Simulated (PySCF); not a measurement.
Pb(F)(OH) (FHOPb), SMILES [Pb]([OH])[F] (connectivity only; charge and spin as stated), neutral, multiplicity 1. Atoms are numbered in the order given.

```xyz
4

Pb     0.2626    -0.0260     0.0000
F     -1.3036    -1.3841     0.0000
O     -0.9847     1.6473     0.0000
H     -1.9204     1.4072     0.0000
```
Charge 0, spin multiplicity 1.

Geometry optimised at B3LYP-D3(BJ)/def2-TZVP. The def2 effective core potentials stand for the cores of Pb; spin–orbit coupling is left out. The values are those of a single conformer.

Computed with TDA-M06-2X/def2-SVPD in PySCF.

Vertical excitations. Isolated molecule, no solvent. State labels are in the subgroup Cs.

Give excitation energies, oscillator strengths and character. (An estimate is asked for; the answer gives what the named calculation found.)


```csv
state,symmetry,energy (eV),λ (nm),f,main pairs
S1,A",4.86,255,0.048,HOMO→LUMO 96 %
S2,A',5.70,218,0.007,HOMO−1→LUMO 87 %
S3,A",6.32,196,0.047,HOMO−2→LUMO 95 %
S4,A',6.94,179,0.111,HOMO→LUMO+1 84 %
S5,A",7.03,176,0.003,HOMO−4→LUMO 97 %
S6,A",7.14,174,0.038,"HOMO−1→LUMO+1 35 %, HOMO−1→LUMO+2 33 %, HOMO−1→LUMO+3 24 %"
S7,A',7.27,170,0.037,"HOMO−3→LUMO 71 %, HOMO−2→LUMO+1 11 %"
S8,A",7.36,169,0.002,"HOMO−1→LUMO+1 61 %, HOMO−1→LUMO+3 17 %, HOMO−1→LUMO+2 15 %"
S9,A',7.74,160,0.397,"HOMO→LUMO+3 64 %, HOMO→LUMO+2 13 %"
S10,A',8.06,154,0.263,"HOMO→LUMO+2 69 %, HOMO→LUMO+3 19 %"
T1,A",3.99,311,0,HOMO→LUMO 92 %
T2,A',4.83,256,0,HOMO−1→LUMO 96 %
T3,A",5.80,214,0,HOMO−2→LUMO 93 %
T4,A',5.96,208,0,HOMO→LUMO+1 70 %
```
Triplets are in the Tamm–Dancoff approximation.
